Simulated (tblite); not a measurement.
Isomers of C6H8ClO (doublet state). All values are computed: GFN2-xTB (tblite) harmonic vibrations without scaling, gas phase. Errors from tens to a few hundred cm⁻¹ against measured bands are possible. One conformer each. Open shells enter through the occupations alone, without spin polarisation, and single modes of such species can be off by tens of per cent.

Electronic energies: GFN2-xTB at the same geometries; isomer energies are rough at this level and their order can be wrong.

```
                          SMILES  electronic energy, lowest = 0 (kJ/mol)
     O[C@@H]1[CH]C=C[C@@H](Cl)C1                                    32.3
           [O]C[C@@H]1C=C(Cl)CC1                                   116.9
O[C@@]12[CH][C@@H]1C[C@@H](Cl)C2                                   132.9
      [O][C@@H]1CC=C[C@@H](Cl)C1                                   123.6
O[C@@]12[CH][C@@H](Cl)C[C@@H]1C2                                    70.4
          [H]/[C]=C(\Cl)OCC(=C)C                                   256.6
           O[CH][C@H]1C=C(Cl)CC1                                    78.9
          [H]/[C]=C(\C)COC(=C)Cl                                   264.7
                O=C1CCC[C](Cl)C1                                     0.0
```

Q: How do GFN2-xTB zero-point energies change the relative energies?

A: 
```tsv
SMILES	ZPE (kJ/mol)	of it from modes above 1550 cm⁻¹	electronic (kJ/mol)	with ZPE, lowest = 0 (kJ/mol)	lowest mode (cm⁻¹)	rings
O=C1CCC[C](Cl)C1	330.3	153.4	0.0	0.0	65	1
O[C@@H]1[CH]C=C[C@@H](Cl)C1	324.5	146.6	32.3	26.5	97	1
O[C@@]12[CH][C@@H](Cl)C[C@@H]1C2	323.8	149.1	70.4	63.9	58	2
O[CH][C@H]1C=C(Cl)CC1	324.2	157.3	78.9	72.8	59	1
[O]C[C@@H]1C=C(Cl)CC1	321.8	150.5	116.9	108.4	83	1
[O][C@@H]1CC=C[C@@H](Cl)C1	321.3	151.2	123.6	114.6	73	1
O[C@@]12[CH][C@@H]1C[C@@H](Cl)C2	324.1	147.0	132.9	126.7	80	2
[H]/[C]=C(\Cl)OCC(=C)C	313.2	166.7	256.6	239.5	23	0
[H]/[C]=C(\C)COC(=C)Cl	312.9	166.9	264.7	247.3	30	0
```

The zero-point energies span 17.4 kJ/mol, from `[H]/[C]=C(\C)COC(=C)Cl` to `O=C1CCC[C](Cl)C1`. The order is unchanged.

Q: What do entropy and thermal enthalpy add at 298.15 K and 1 bar (rigid rotor, harmonic oscillator, one conformer each)?

A: 
| SMILES | point group | symmetry number | S (J/(mol K)) | H − H(0) (kJ/mol) | ZPE + H − H(0) − TS (kJ/mol) |
| --- | --- | --- | --- | --- | --- |
| O=C1CCC[C](Cl)C1 | C1 | 1 | 372.6 | 22.73 | 241.9 |
| O[C@@H]1[CH]C=C[C@@H](Cl)C1 | C1 | 1 | 371.4 | 23.26 | 237.0 |
| O[C@@]12[CH][C@@H](Cl)C[C@@H]1C2 | C1 | 1 | 372.1 | 23.25 | 236.1 |
| O[CH][C@H]1C=C(Cl)CC1 | C1 | 1 | 388.8 | 24.81 | 233.1 |
| [O]C[C@@H]1C=C(Cl)CC1 | C1 | 1 | 379.2 | 23.79 | 232.6 |
| [O][C@@H]1CC=C[C@@H](Cl)C1 | C1 | 1 | 370.2 | 22.79 | 233.7 |
| O[C@@]12[CH][C@@H]1C[C@@H](Cl)C2 | C1 | 1 | 374.9 | 23.46 | 235.8 |
| [H]/[C]=C(\C)COC(=C)Cl | C1 | 1 | 425.4 | 28.46 | 214.6 |

S holds R ln(2S + 1) for the spin.

Not tabulated: `[H]/[C]=C(\Cl)OCC(=C)C` (lowest mode only 23 cm⁻¹).
